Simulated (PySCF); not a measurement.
# Electronic structure of P⁺ (phosphorus, charge +1) at the UHF level

Configuration: [Ne] 3s2 3p2, high-spin 3P determinant. Calculation: PySCF 2.14, in aug-cc-pwCVTZ (8s7p5d3f, 75 functions); no relativity, point nucleus.

| Property | Result |
| --- | --- |
| Total energy | -340.352469 hartree |
| One-electron energy | -465.7866 hartree |
| Hartree (Coulomb) energy | 147.8016 hartree |
| Exchange energy | -22.3675 hartree |
| Kinetic energy | 340.35084 hartree |
| ⟨S²⟩ | 2.0134 |
| ⟨L²⟩ | 2.040 |
| Sum of ⟨r⟩ | 12.09 bohr |
| Sum of ⟨r²⟩ | 20.88 bohr² |
| Traceless quadrupole moment −½Σ⟨3z² − r²⟩ along its main axis | 2.14 e·bohr² |
| Density at the nucleus (Gaussians lack the cusp) | 2150 bohr⁻³ |
| Spin density at the nucleus | -0.0580 bohr⁻³ |
| Langevin diamagnetic susceptibility | -16.5 ×10⁻⁶ cm³/mol |

```
shell  electrons  mean orbital energy (eV)  spread (eV)  rms radius, mean of both spins (bohr)
 1s α          1                   -2187.5            0                                  0.120
 1s β          1                   -2187.0            0                                  0.120
 2s α          1                   -215.59            0                                  0.562
 2s β          1                   -215.10            0                                  0.562
 2p α          3                   -158.32        0.472                                  0.540
 2p β          3                   -157.41        0.549                                  0.540
 3s α          1                   -30.970            0                                   1.99
 3s β          1                   -25.424            0                                   1.99
 3p α          2                   -19.732            0                                   2.30
```

Spin-orbit constants ζ (cm⁻¹) from the X2C one-electron operator on these orbitals (non-relativistic here): bare nucleus, nucleus screened by l(l+1)(2l+1)/3 electrons, and screened by the Breit-Pauli mean field of the electrons.

| shell | bare | screened nucleus | mean field |
| --- | --- | --- | --- |
| 2p | 5416 | 4694 | 4364 |
| 3p | 346.7 | 300.5 | 274.7 |

To first order the Landé constant is A = 137.3 cm⁻¹, so the lowest level has J = 0 and lies 0.0341 eV below the centre of the term. This holds in LS coupling only.
